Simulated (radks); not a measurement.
Values are calculated unless marked as measured or tabulated.
Excited configurations of Re3+: one electron is placed in a higher orbital outside [Xe] 4f14 5d3. The ground configuration is [Xe] 4f14 5d4. Code: a radial shooting solver on a logarithmic mesh with Libxc functionals. Model: scalar-relativistic Kohn-Sham, r2SCAN, spin-polarised, spherical densities, finite nucleus; open shells are filled with parallel spins first (spin-orbit coupling, left out, can overturn this in heavy ions); meta-GGA in the generalised Kohn-Sham scheme; Fermi nuclear charge, rms radius 5.3698 fm. Excitation = E - E(ground); binding = E(ion) - E, where the ion is the core of charge +4; n* = 4/sqrt(2 binding) in atomic units, and the quantum defect is n - n*.

| outer orbital | excitation (eV) | binding (eV) | n* | quantum defect | eigenvalue (eV) |
|---|---|---|---|---|---|
| 5f | 26.000 | 14.764 | 3.840 | 1.160 | -12.218 |
| 6s | 4.924 | 35.840 | 2.465 | 3.535 | -32.099 |
| 6p | 13.817 | 26.947 | 2.842 | 3.158 | -23.824 |
| 6d | 23.439 | 17.325 | 3.545 | 2.455 | -15.094 |
| 6f | 31.130 | 9.634 | 4.754 | 1.246 | -8.333 |
| 7p | 26.204 | 14.560 | 3.867 | 3.133 | -13.059 |
| 7d | 30.273 | 10.491 | 4.555 | 2.445 | -9.301 |

The Delta-SCF ionisation energy is 40.764 eV (NIST Atomic Spectra Database: 39 eV, theoretical). Self-interaction in the functional shifts the binding energies and quantum defects, so they are the method's values and not measured ones. Open shells are spherical and high-spin; term and fine-structure splittings are not resolved. Spin-orbit splitting is averaged out at the scalar-relativistic level.
